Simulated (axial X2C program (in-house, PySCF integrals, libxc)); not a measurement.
Levels of ZnIn by electron attachment to ZnIn⁺ (EOM-EA-CCSD)

Calculated with an axial X2C code built on PySCF integrals: two-component X2C with atomic mean-field Coulomb and Gaunt terms, Gaussian nuclei, basis In dyall-acv3z, Zn dyall-acv3z with contracted cores.

R = 2.770 Å (0.960 times 2.885 Å, the PBE0 minimum at charge 0 for the lowest determinant).

Levels of ZnIn obtained by attaching an electron to ZnIn⁺:

```json
{"Ω": "1/2", "binding energy (eV)": "5.346", "above lowest (cm⁻¹)": "0", "attached spinor": "70% In pπ, 21% Zn pπ", "one-particle weight": "0.94"}
{"Ω": "3/2", "binding energy (eV)": "5.204", "above lowest (cm⁻¹)": "1152", "attached spinor": "70% In pπ, 24% Zn pπ", "one-particle weight": "0.95"}
{"Ω": "1/2", "binding energy (eV)": "4.902", "above lowest (cm⁻¹)": "3588", "attached spinor": "38% Zn pσ, 36% In pσ, 11% Zn sσ", "one-particle weight": "0.95"}
{"Ω": "1/2", "binding energy (eV)": "3.026", "above lowest (cm⁻¹)": "18715", "attached spinor": "49% Zn pπ, 26% In dπ, 14% In pπ", "one-particle weight": "0.92"}
{"Ω": "3/2", "binding energy (eV)": "2.964", "above lowest (cm⁻¹)": "19218", "attached spinor": "48% Zn pπ, 27% In dπ, 14% In pπ", "one-particle weight": "0.92"}
{"Ω": "1/2", "binding energy (eV)": "2.381", "above lowest (cm⁻¹)": "23921", "attached spinor": "44% Zn sσ, 30% In sσ, 10% In dσ", "one-particle weight": "0.98"}
```

(1) What is the splitting of the first π pair in the table, and is it regular or inverted?

This point took 24 s on 1 thread of Arm Neoverse V2, on a shared host.

Reference electrons by ω block (each with its −ω partner): 1/2: 25, 3/2: 11, 5/2: 3. 14 electrons of ZnIn⁺ correlated (inner shells frozen), 92 natural virtual spinors (a truncated set); levels can be off by some tenths of an eV. Roots sought by Ω: (1/2: 5, 3/2: 4, 5/2: 2, 7/2: 1); the list ends where they run out and leaves out roots under 60 % one-particle weight. The solver can skip a root, and states that need a further excitation, which the method places far too high, are missing though they may lie low or lowest. T1 of the reference 0.019 (Lee–Taylor). The reference was not checked to be the lowest state of its species. Number of frozen shells: In 4 s, 3 p, 2 d; Zn 3 s, 2 p.

Results:

(1) E(3/2) − E(1/2) = 1152 − 0 = 1152 cm⁻¹ at EOM-EA-CCSD: regular, Ω = 1/2 lower. Splittings at this level can be off by ten to twenty per cent.
